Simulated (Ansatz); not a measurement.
A nudged elastic band was laid between two geometries of ClH + F4H2NTa (10 atoms, charge 0, multiplicity 1).

All numbers below come from RKS B3LYP-D4/def2-SVP (Ansatz 0.2.0).

| Item | Value |
| --- | --- |
| movable images | 5 |
| climbing image | yes |
| spring | 5.0 eV/Å² |
| optimiser | quadratic models (default) |
| start path | through a guess of the saddle point |
| force threshold | 0.03 eV/Å |
| iteration limit | 60 |
| end points | relaxed |

Initial state:

```xyz
10
Properties=species:S:1:pos:R:3
Ta 0.017 0.246 0.005
N 1.987 0.054 0.185
H 2.493 0.350 1.019
H 2.604 -0.048 -0.620
F 0.060 0.679 1.846
F 0.308 -0.205 -1.809
F -0.698 1.918 -0.448
F -1.086 -1.239 0.290
Cl 1.919 -3.205 0.985
H 2.106 -1.950 0.685
```

Final state:

```xyz
10
Properties=species:S:1:pos:R:3
Ta -0.001 -0.513 0.195
N 2.293 -0.024 0.213
H 2.519 0.615 0.980
H 2.587 0.422 -0.660
F 0.195 0.054 1.994
F 0.428 -0.913 -1.607
F -0.034 1.318 -0.297
F -1.845 -0.815 0.158
Cl 0.706 -2.681 0.826
H 2.862 -0.864 0.338
```

(1) What changes between the two ends?

(2) What energy profile does the band end with?

(3) What is the geometry of the highest image?

## Answers

(1) Bonds broken: Cl9–H10. Bonds formed: Ta1–Cl9, N2–H10. ClH + F4H2NTa becomes ClF4H3NTa.

(2) The forces met the threshold. The highest image is number 2 of 0 to 6, 0.061 eV above the first end and 1.718 eV above the last; the last end lies 1.657 eV below the first. A vibrational analysis at the climbing image gives no mode beyond 40i cm⁻¹: the surface is too flat there to confirm a saddle point. The orbitals stay closed-shell, which can raise the energy where a bond breaks towards radicals; this wasn't checked here.

```tsv
image	path coordinate (Å)	energy (eV)	Cl9–H10 (Å)	Ta1–Cl9 (Å)	N2–H10 (Å)
0	0.00	0.000	1.30	4.06	2.07
1	0.64	0.036	1.31	3.58	2.02
2	1.28	0.061	1.33	3.03	1.90
3	1.80	-0.260	1.66	2.79	1.28
4	2.33	-1.287	2.10	2.48	1.04
5	2.85	-1.589	2.53	2.39	1.02
6	3.37	-1.657	2.86	2.37	1.02
```

(3) 
```xyz
10
Properties=species:S:1:pos:R:3
Ta 0.109 -0.002 0.086
N 2.134 0.162 0.168
H 2.635 0.512 0.983
H 2.733 0.138 -0.656
F 0.229 0.240 1.956
F 0.444 -0.612 -1.671
F -0.566 1.674 -0.351
F -1.407 -1.117 0.261
Cl 1.283 -2.710 0.770
H 2.116 -1.685 0.594
```

Run time: 2.8 min on 4 threads of Intel(R) Xeon(R) 6975P-C (Granite Rapids), with other jobs on the host, peak memory 0.45 GiB.
